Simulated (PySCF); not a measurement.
Ca: ionisation energy

Ca [Ar] 4s2 (1S) → Ca⁺ [Ar] 4s1 (2S), as a difference of total energies. Calculation: PySCF 2.14, in aug-cc-pwCVTZ-X2C (9s8p6d3f, 84 functions); scalar relativity by spin-free X2C-1e. Correlated levels: valence: [Ar] frozen; valence and next inner shell: [Ne] frozen; nothing frozen. The calculations carry no spin-orbit coupling.

| method | ionisation energy (eV) |
| --- | --- |
| UHF | 5.137 |
| LDA | 6.240 |
| PBE | 6.093 |
| PBE0 | 6.015 |
| r2SCAN | 5.827 |
| HSE06 | 6.019 |
| BLYP | 6.080 |
| PW91 | 6.124 |
| M06-L | 6.133 |
| MP2 (valence) | 5.692 |
| SCS-MP2 (valence) | 5.803 |
| MP2 (valence and next inner shell) | 5.968 |
| SCS-MP2 (valence and next inner shell) | 6.021 |
| MP2 (all electrons) | 5.972 |
| SCS-MP2 (all electrons) | 6.024 |

Q: How much does correlation contribute at MP2 (all electrons)?

A: 5.972 − (5.137) = 0.835 eV, measured against UHF.

Errors of the correlated levels include the incompleteness of this basis and the frozen core.

For comparison: 6.113 eV (measured; NIST Atomic Spectra Database, ionization energies).
